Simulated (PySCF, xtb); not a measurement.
sulfur trioxide cation (O3S), SMILES S(=O)(=O)=O (connectivity only; charge and spin as stated), charge +1, multiplicity 2. Atoms are numbered in the order given.

```xyz
4

O      1.4189     0.0000     0.0000
S      0.0000     0.0000     0.0000
O     -0.7094    -1.2288     0.0000
O     -0.7094     1.2288     0.0000
```
Charge +1, spin multiplicity 2.

Geometry optimised at PBE0-D3(BJ)/def2-TZVP. The geometry has at least one imaginary mode, so it is a saddle point at that level. The spin state was assumed, not searched.

Calculation: C-PCM-ωB97X/def2-SVP (PySCF).

The values are the electrostatic part of the solvation free energy, E(continuum) − E(gas) at the gas-phase geometry, in a cavity of scaled van der Waals radii (PySCF's table); cavitation and dispersion terms are not included.

```csv
solvent,ε,ΔG(elec) (kcal/mol)
water,78.36,-72.8
2-propanol,19.26,-69.9
chloroform,4.71,…
```

**Question.** Complete the blanks. (Estimate from the structure and the level; the computed values follow.)

**Answer.** 
- chloroform, ΔG(elec) (kcal/mol): -58.0

For comparison, GFN2-xTB/ALPB(water) (xtb, at the GFN2-xTB geometry, all terms of that model) gives -68.1 kcal/mol.
